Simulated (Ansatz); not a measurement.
The same path of CH₄BNO (8 atoms, charge 0, multiplicity 1) was run twice with different band settings. The coordinate that changes most is the dihedral H6–N1–B2–C3.

Level of theory: Ansatz, RKS PBE-D4/def2-mTZVP.

Relaxed end points:

```xyz
8
Properties=species:S:1:pos:R:3
N -0.778 0.868 -0.465
B 0.405 0.133 -0.441
C 0.540 -0.959 0.718
O 1.516 -1.681 0.892
H -0.986 1.592 -1.149
H -1.531 0.732 0.211
H 1.264 0.324 -1.253
H -0.338 -1.067 1.431
```

```xyz
8
Properties=species:S:1:pos:R:3
N -0.781 0.862 -0.470
B 0.407 0.137 -0.438
C 0.543 -0.954 0.722
O 1.514 -1.682 0.889
H -1.537 0.720 0.201
H -0.993 1.582 -1.157
H 1.271 0.334 -1.244
H -0.333 -1.057 1.441
```

Common settings: movable images 7; climbing image yes; optimiser quadratic models (default); start path IDPP; force threshold 0.03 eV/Å; iteration limit 60; end points relaxed.

| run | spring |
| --- | --- |
| 1 | 5.0 eV/Å² |
| 2 | 2.0 to 10.0 eV/Å², energy-weighted |

(1) What does each run give, and how far can it be trusted?

Answers

(1) Run 1: converged after 9 iterations, highest image 1.475 eV above the first end. A vibrational analysis at the climbing image gives 2 clearly imaginary modes (870i, 74i cm⁻¹): a point of higher order, so a lower path passes nearby.
Run 2: converged after 9 iterations, highest image 1.475 eV above the first end. Another band between the same ends (7 images) ends at a top of the same energy, where a vibrational analysis finds 2 clearly imaginary modes.
